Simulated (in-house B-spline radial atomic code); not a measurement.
**RPA and G0W0 on LDA VWN5: Zn**

Configuration [Ar] 3d10 4s2, mean-field start LDA VWN5. Computed with a B-spline radial code for spherical atoms: all electrons, non-relativistic, point nucleus, each spin shell either full or empty, empty states to l = 9 with an (l + 1/2)⁻⁴ tail; G0W0 by contour deformation at full frequency.

Command:
```bash
python run_gw.py task.json out
```
Settings (radii: box in bohr, nucleus in fm):
```
Z                        30
electrons                30
configuration            [Ar] 3d10 4s2
hamiltonian              nr
method                   lda,vwn
lmax                     9
spin_polarised           False
box_radius               40
intervals                55
ion_configuration        [Ar] 3d10 4s1
```

Cost of the run: 6.2 s on 1 thread of Arm Neoverse N1, on a shared host.

Energies (hartree):

| term | value |
| --- | --- |
| mean-field total | -1776.57385 |
| Hartree-Fock functional on these orbitals | -1777.78812 |
| direct second order | -2.9426 |
| second-order exchange | 0.8304 |
| SOSEX correction | 0.71338 |

Problem. What is the RPA correlation energy, and what remains with SOSEX?

Solution. RPA gives -2.303 hartree (-2.09 eV per electron); RPA + SOSEX gives -1.5897, and the second-order doubles -2.1122 hartree (no singles). SOSEX takes back 31 % of the RPA value.

Quasi-particle levels (eV):

```
level  occupied  mean field  Σx - vxc     Σc  QP weight   G0W0
   4s       yes      -6.061     -1.99      ?          ?      ?
   4p        no      -1.274      3.19  -1.06      0.904  0.857
```

G0W0 = mean field + (Σx - vxc) + Σc, with Σc (partial-wave tail included) taken at the quasi-particle energy. Only the outer levels were computed. Levels of low weight are left out. An empty level above zero is unbound and depends on the box.

Problem. Where does G0W0 put 4s?

Solution. At -9.264 eV, with Σc = -1.22 eV and a quasi-particle weight of 0.832. The tabulated removal energy is 9.394 eV (NIST, measured); the calculation leaves out relativity, Breit and QED terms, and what these don't explain is the method's own error.

Problem. What does it cost to remove one electron (to [Ar] 3d10 4s1) by differences of total energies, each species on its own start (correlation terms add to the Hartree-Fock functional)?

Solution. LDA VWN5 9.686 eV, Hartree-Fock functional 7.387 eV, + RPA 9.545 eV, + RPA + SOSEX 9.034 eV, + second order 10.722 eV. Tabulated: 9.394 eV (NIST, measured); the calculation leaves out relativity, Breit and QED terms, and what these don't explain is the method's own error.
